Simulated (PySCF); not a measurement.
**First-order multiplets**

Numbering as in the mapped SMILES `[CH3:1][O:2][C:3](=[O:4])[c:5]1[cH:6][cH:7][o:8][cH:9]1`. Hydrogens are named by the atom that carries them.

PySCF 2.14 calculation with couplings computed with B3LYP/pcJ-1 (without the spin–dipole term), structure optimised with PBE0-D3(BJ)/def2-SVP and shielding tensors at PBE/pcSseg-1 (GIAO); no relativistic terms, single conformer, no solvent, averaged over atoms made equivalent by symmetry, fast rotation or ring inversion.

Referencing at the same level of theory: $^{13}$C and $^{1}$H against TMS.

Spectrometer: 600 MHz for $^{1}$H. First-order analysis; couplings under 1 Hz (under 4 Hz in carbon signals) are ignored, and nearly equal couplings are merged; the smaller ones broaden or split the lines further.

Question: What pattern does C7 show in the proton-coupled $^{13}$C spectrum?

Answer: A doublet of doublets of doublets at δ 144.0: 214.4 Hz to H(C7) (1 × $^{1}$H, 1 bond away), 12.2 Hz to H(C6) (1 × $^{1}$H, 2 bonds away), 8.6 Hz to H(C9) (1 × $^{1}$H, 3 bonds away). Lines in Hz from the centre (relative intensity): +117.6 (1), +109.0 (1), +105.4 (1), +96.8 (1), -96.8 (1), -105.4 (1), -109.0 (1), -117.6 (1). The outer lines are 235.2 Hz apart, the sum of the couplings kept, or 1.559 ppm at this field.

Question: What pattern does H(C6) show ($^{1}$H)?

Answer: A doublet at δ 6.69: 2.3 Hz to H(C7) (1 × $^{1}$H, 3 bonds away). Lines in Hz from the centre (relative intensity): +1.1 (1), -1.1 (1). The outer lines are 2.3 Hz apart, the sum of the couplings kept, or 0.004 ppm at this field.

Question: What pattern does C3 show in the proton-coupled $^{13}$C spectrum?

Answer: A quartet at δ 163.0: 4.5 Hz to H(C1) (3 × $^{1}$H, 3 bonds away). Lines in Hz from the centre (relative intensity): +6.8 (1), +2.2 (3), -2.2 (3), -6.8 (1). The outer lines are 13.5 Hz apart, the sum of the couplings kept, or 0.089 ppm at this field.

Question: What pattern does H(C7) show ($^{1}$H)?

Answer: A doublet of doublets at δ 7.19: 2.3 Hz to H(C6) (1 × $^{1}$H, 3 bonds away), 1.5 Hz to H(C9) (1 × $^{1}$H, 4 bonds away). Lines in Hz from the centre (relative intensity): +1.9 (1), +0.4 (1), -0.4 (1), -1.9 (1). The outer lines are 3.8 Hz apart, the sum of the couplings kept, or 0.006 ppm at this field.

Unscaled 3J(H,H) at this level run about 9 % above measured values.
